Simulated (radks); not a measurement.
The numbers below are computed, except where a source is named.
Q: Nb III, configuration [Kr] 4d0.5 5s0.5 5p2 (fractional occupations, a model configuration). Level of theory: Dirac Kohn-Sham, PBE, spin-unpolarised, spherical densities, point nucleus; open shells fill j = l - 1/2 first (a radial shooting solver on a logarithmic mesh with Libxc functionals).

Spin-orbit splittings of the eigenvalues, e(l+1/2) - e(l-1/2), with zeta = 2 splitting/(2l+1) and mean radii in bohr:

| shell | occ. | splitting (eV) | zeta (eV) | <r> j=l-1/2 | <r> j=l+1/2 |
|---|---|---|---|---|---|
| 2p | 6 | 95.76 | 63.84 | 0.1346 | 0.1391 |
| 3p | 6 | 15.53 | 10.35 | 0.4385 | 0.4489 |
| 3d | 10 | 2.893 | 1.157 | 0.4306 | 0.4341 |
| 4p | 6 | ? | ? | 1.235 | 1.261 |
| 4d | 0.5 | 0.2588 | 0.1035 | 1.647 | 1.658 |
| 5p | 2 | 0.3403 | 0.2269 | 3.223 | 3.276 |

Estimate the 4p splitting.

A: 2.277 eV (zeta = 1.518 eV).
